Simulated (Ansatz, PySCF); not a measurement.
Pair of molecules: H2O (SMILES O) (first 3 atoms) with CH3F (SMILES CF); geometry from B3LYP-D3(BJ)/def2-TZVP, rigid monomers moved along the line of their centres of mass till H3···F5 is 3.60 Å.
(charge 0, multiplicity 1):
```xyz
8

O     -0.1214    -0.0633     0.5828
H      0.0078     0.6366    -0.0644
H     -0.4799     0.3723     1.3672
C      0.5062    -0.1911     5.4039
F     -0.4295     0.7480     4.9451
H     -0.0255    -0.9441     5.9844
H      0.9885    -0.6401     4.5371
H      1.2321     0.3307     6.0264
```

Monomers are frozen at their geometry in the pair; levels with a basis set take the counterpoise correction. Rows marked so take none.

Correlated levels freeze the cores. CBS: X⁻³ extrapolation of the correlation energy, Hartree–Fock from the larger set. Rows in 3-21G, STO-3G carry no dispersion term and start afresh at each structure.

Codes used: Ansatz (Gaussian orbitals); PySCF for 3-21G rows, STO-3G rows, the dispersion terms. 

```json
[
 {"level": "HF/STO-3G (no counterpoise)", "interaction energy (kcal/mol)": "-0.39"},
 {"level": "HF/aug-cc-pVTZ", "interaction energy (kcal/mol)": "-0.95"},
 {"level": "B3LYP/3-21G (no counterpoise)", "interaction energy (kcal/mol)": "(withheld)"},
 {"level": "B3LYP/def2-TZVPPD", "interaction energy (kcal/mol)": "(withheld)"},
 {"level": "PBE0-D3(BJ)/def2-TZVPPD", "interaction energy (kcal/mol)": "-1.01"},
 {"level": "PBE0-D4/def2-TZVPPD", "interaction energy (kcal/mol)": "-1.00"},
 {"level": "wB97M-V/def2-TZVPPD", "interaction energy (kcal/mol)": "-0.97"},
 {"level": "MP2/aug-cc-pVDZ", "interaction energy (kcal/mol)": "-0.95"},
 {"level": "MP2/CBS(aug-cc-pVDZ, aug-cc-pVTZ) + ΔCCSD(T)/aug-cc-pVDZ", "interaction energy (kcal/mol)": "-0.98"}
]
```

Problem. Complete the blanks.

Solution. 
- B3LYP/3-21G (no counterpoise), interaction energy (kcal/mol): -0.82
- B3LYP/def2-TZVPPD, interaction energy (kcal/mol): -0.77

Ansatz is a first-principles code.
